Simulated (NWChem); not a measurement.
Molecule: GaHOI₂; SMILES [I][Ga]([I])[OH]

```xyz
5

Ga     0.7502     0.0094     0.0000
I     -0.4357    -2.1676     0.0000
I     -0.4393     2.1668     0.0000
O      2.5215     0.0687     0.0000
H      2.9466    -0.7969     0.0000
```
Atoms are numbered in this order, from 1.

All runs: NWChem. The geometry was optimised at PBE0/def2-SVP. def2 effective core potentials on I; no spin-orbit coupling.

For level TPSS/def2-SVP (core potentials):

```
Item                         Result
---------------------------  ------
highest occupied level (eV)   -6.73
orbital gap (eV)               4.05
dipole (D)                     1.24
```

Task: What are these values for level TPSS/STO-3G (all-electron, non-relativistic)?

Result: 
- highest occupied level (eV) = -0.73
- orbital gap (eV) = 0.52
- dipole (D) = 2.29
